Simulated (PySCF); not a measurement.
# How methods differ on the ionisation energy of Ag⁺

Ag⁺ [Kr] 4d10 (1S) → Ag²⁺ [Kr] 4d9 (2D), as a difference of total energies. All numbers are calculated (PySCF 2.14, scalar relativity by spin-free X2C-1e, in ANO-RCC-VTZP). Correlated levels: valence and next inner shell: [Ar] 3d10 frozen. The calculations carry no spin-orbit coupling.

```tsv
method	ionisation energy (eV)
UHF	19.806
MP2 (valence and next inner shell)	21.907
SCS-MP2 (valence and next inner shell)	21.627
CCSD (valence and next inner shell)	21.423
CCSD(T) (valence and next inner shell)	21.533
```

A first-order spin-orbit estimate (lowest level to lowest level, LS coupling) adds -0.237 eV.

Errors of the correlated levels include the incompleteness of this basis and the frozen core.

Question: Which method comes closest to the reference value, and which is furthest?

Answer: The reference is 21.484 eV (measured; NIST Atomic Spectra Database, ionization energies). Closest: SCS-MP2 (valence and next inner shell) (error -0.094 eV); furthest: UHF (error -1.915 eV), both after the spin-orbit estimate.
